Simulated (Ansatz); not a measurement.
Born–Oppenheimer molecular dynamics of AlH$_{6}$NO$_{2}$S (11 atoms, charge 0, multiplicity 1). It starts at the highest image of a converged band, a first-order saddle point between two minima.

Method: Ansatz, RKS B3LYP/def2-mTZVP.

```yaml
ensemble: NVE (velocity Verlet)
time_step: 0.5 fs
steps_asked: 200
starting_velocities_drawn_for: 300 K
seed: 7398
```

First frame:

```xyz
11
Properties=species:S:1:pos:R:3
Al -0.089 0.021 0.304
N -0.041 0.059 2.163
H -0.820 -0.322 2.690
H 0.819 -0.186 2.644
O 1.437 -0.336 -0.381
H 1.718 -0.109 -1.272
O -1.632 -0.430 -0.286
H -1.805 -0.753 -1.174
S -0.207 2.545 0.603
H -1.560 2.583 0.612
H -0.142 1.646 1.797
```

(1) What does the run give?

(2) What happens to the structure?

(3) How do temperature and energy run in time?

## Answers

(1) The run went to its last step.

```json
{"steps done": "200", "time covered": "100 fs", "mean temperature over the second half": "262 K", "spread of the potential energy over the second half": "3.6 meV per atom", "mean potential energy of the second half above the start": "4.1 meV per atom"}
```

The conserved energy stayed within 0.3 meV per atom of its start (net change 0.12 meV per atom), so the integration is sound. A run of 0.1 ps of so small a system gives no equilibrium averages. The orbitals stay closed-shell, which can raise the energy where a bond breaks towards radicals; this wasn't checked here.

(2) Between its relaxed ends the band would form N2–H11 and break S9–H11. These pairs go: N2–H11 1.63 → 4.08 Å, S9–H11 1.50 → 1.38 Å. In the last frame they stand as before the step (other bonds may differ from the relaxed reactants and products). Also parted: Al1–S9 2.54 → 2.86 Å. It ends as AlH4NO2 + H2S. Pairs count as bonded within 1.25 times the sum of covalent radii (0.12 Å more for H–H). This is one draw of velocities; another would differ in detail.

(3) 
```csv
time (fs),T (K),potential energy less start (eV),conserved less start (meV/atom)
0,300,0.000,0.00
3,176,0.147,0.23
6,189,0.131,0.15
9,178,0.143,0.09
12,158,0.167,0.15
15,145,0.182,0.16
18,201,0.117,0.13
21,211,0.105,0.15
24,236,0.076,0.10
27,193,0.127,0.23
30,207,0.110,0.14
33,223,0.090,0.09
36,154,0.174,0.29
39,257,0.051,0.10
42,264,0.044,0.14
45,271,0.036,0.22
48,281,0.024,0.15
51,307,-0.007,0.11
54,247,0.064,0.22
57,295,0.007,0.09
60,246,0.065,0.20
63,317,-0.019,0.08
66,279,0.026,0.16
69,297,0.005,0.16
72,308,-0.008,0.08
75,284,0.020,0.12
78,214,0.103,0.24
81,289,0.013,0.04
84,234,0.079,0.16
87,208,0.109,0.22
90,257,0.051,0.08
93,235,0.077,0.17
96,216,0.101,0.21
99,243,0.068,0.11
```

Run time: 7.3 min on 4 threads of Arm Neoverse V1, on a shared host, peak memory 0.31 GiB.
